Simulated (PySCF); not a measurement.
C7H10O (charge +1 and doublet state).
SMILES with atom numbers: `[CH2+:1][C:2]1[CH2:3][CH2:4][CH:5]=[CH:6][O:7][CH2:8]1` (hydrogens: H9, H10 on C1; H11, H12 on C3; H13, H14 on C4; H15 on C5; H16 on C6; H17, H18 on C8)

Cartesian coordinates in Å at the GFN2-xTB level; atoms count from 1:
```
atom  x, y, z in Å
C1     2.5092    0.1584   -0.1225
C2     1.1798    0.0916   -0.1389
C3     0.4324   -1.1239    0.3197
C4    -1.0387   -1.2302   -0.0876
C5    -1.9458   -0.1890    0.4329
C6    -1.6578    1.1394    0.5758
O7    -0.6110    1.8057    0.1665
C8     0.3805    1.2607   -0.6696
H9     3.0536    1.0104   -0.4907
H10    3.1032   -0.6390    0.2929
H11    0.4726   -1.1460    1.4156
H12    0.9587   -2.0145   -0.0306
H13   -1.4192   -2.2133    0.1998
H14   -1.0880   -1.2117   -1.1891
H15   -2.9304   -0.5055    0.7446
H16   -2.3657    1.7953    1.0740
H17   -0.0867    0.9186   -1.6093
H18    1.0445    2.0994   -0.8951
```

The hyperfine couplings belong to this conformer and change with its torsions.

Method: PySCF 2.14.0, UKS B3LYP, pcH-1 on C H O, non-relativistic, mean-field spin-orbit, GIAO. The structure is a single GFN2-xTB conformer in the gas phase; no vibrational or solvent corrections. Couplings are sensitive to structure, and on GFN2-xTB geometries they can be far from those on DFT ones, by a factor of two or more for some ions and for spin on atoms past the first row. Stability of the SCF solution: not tested.

Principal values of hyperfine tensors in MHz (contact and dipolar terms together), for some of the nuclei:

| atom | isotope | A1 | A2 | A3 |
| --- | --- | --- | --- | --- |
| H14 | 1H | 160.77 | 163.67 | 173.94 |
| H17 | 1H | 68.68 | 72.97 | 77.09 |
| H15 | 1H | -54.89 | -38.24 | -12.01 |
| C5 | 13C | -7.74 | -6.54 | 117.04 |
| O7 | 17O | -121.86 | 14.87 | 15.89 |
| H11 | 1H | 15.02 | 17.12 | 21.73 |
| C3 | 13C | 14.33 | 14.67 | 23.23 |
| C4 | 13C | -20.60 | -18.81 | -6.81 |

Task: Give the isotropic coupling of each nucleus in MHz and in mT (g = 2.0040), and the anisotropic part.

Result: a_iso = (A1 + A2 + A3)/3, Ti = Ai − a_iso; 1 mT corresponds to 28.049 MHz.

```
atom  a_iso (MHz)  a_iso (mT)      T1      T2     T3
 H14       166.12       5.923   -5.36   -2.46   7.81
 H17        72.91       2.600   -4.23    0.06   4.17
 H15       -35.04      -1.249  -19.84   -3.19  23.04
  C5        34.25       1.221  -42.00  -40.79  82.79
  O7       -30.37      -1.083  -91.49   45.24  46.26
 H11        17.95       0.640   -2.93   -0.84   3.77
  C3        17.41       0.621   -3.08   -2.74   5.82
  C4       -15.40      -0.549   -5.19   -3.40   8.60
```

Task: What spin density at the nucleus of H11 lies behind its contact coupling (g_N = 5.58569)?

Result: a_FC = (2μ0/3) gₑ μB g_N μN ρ(0)/(2S·h) = 800.24 MHz × g_N × ρ(0)/(2S), with ρ in bohr⁻³. With a_FC = 17.95 MHz and 2S = 1, ρ(0) = 0.004017 bohr⁻³. In magnitude that is 1.3 % of the 1/π = 0.318 of a free hydrogen atom.

Task: H13 (1H, g_N = 5.58569) isn't in the table. Its spin density at the nucleus is 0.004639 bohr⁻³. What is its contact coupling?

Result: By the same relation, a_FC = 20.7 MHz. Its full tensor has the principal values 16.96, 17.97, 27.29 MHz.

Task: Which nucleus of the table has the largest anisotropic coupling, and what is its form?

Result: O7: -91.5, 45.2, 46.3 MHz, axial, in the ratio +1:+1:−2.

Task: What first-order splitting does H14 cause when the field lies along A1, A2 or A3 of its tensor (g taken as isotropic, no quadrupole term)?

Result: 2 lines (I = 1/2), spaced by |A_i|/(g × 13.996): 5.73, 5.84, 6.20 mT along the axes of A1, A2 and A3.

The SMILES draws the unpaired electron on C2; the largest computed Mulliken spin population is on C5 (0.53 against 0.03).
